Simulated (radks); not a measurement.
Isoelectronic series with 1 electrons, all held in the configuration 1s1, which need not be the ground one along the series. All-electron calculation, scalar-relativistic Kohn-Sham, PBE, spin-polarised, spherical densities, finite nucleus; open shells are filled with parallel spins first (spin-orbit coupling, left out, can overturn this in heavy ions); Fermi nuclear charge, rms radius of each element as measured or else 0.836 A^(1/3) + 0.57 fm. Program: a radial shooting solver on a logarithmic mesh with Libxc functionals. Total energies (hartree) and orbital eigenvalues (hartree):

ion	E (hartree)	1s up
Cu28+	-425.14055	-418.4083
Zn29+	-455.34304	-448.3699
Ga30+	-486.62194	-479.4070
Ge31+	-518.98279	-511.5251
As32+	-552.43151	-544.7301
Se33+	-586.97390	-579.0277
Br34+	-622.61633	-614.4244
Kr35+	-659.36520	-650.9264
Rb36+	-697.22731	-688.5405
Sr37+	-736.20958	-727.2736
Zr39+	-817.56394	-808.1260
Nb40+	-859.95108	-850.2602
Mo41+	-903.48870	-893.5435
Tc42+	-948.18646	-937.9856
Ru43+	-994.05132	-983.5934
